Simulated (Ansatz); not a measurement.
A displaced shape of singlet H3(+):

```
atom    x (Å)    y (Å)   z (Å)
   H   0.4889  -0.0161  0.0336
   H  -0.2174   0.4288  0.0058
   H  -0.2279  -0.4709  0.0324
```

It was optimised with PBE0/def2-SVP in Ansatz (development build ahead of 0.2.0) to forces under 0.001 eV/Å, with restricted orbitals. Each step stands on the lowest determinant of that kind that the program's search found.

**Question.** What shape does it relax to, and how does the optimisation go?

**Answer.**

```xyz
3

H     0.5366   -0.0207    0.0348
H    -0.2451    0.4333    0.0051
H    -0.2479   -0.4708    0.0320
```

Bond lengths: .

| step | E − E(start) (eV) | largest force (eV/Å) |
| --- | --- | --- |
| 1 | 0.0000 | 2.0184 |
| 2 | -0.0687 | 0.3057 |
| 3 | -0.0707 | 0.0086 |
| 4 | -0.0707 | 0.0001 |

The optimisation ended after 4 steps with its threshold met.
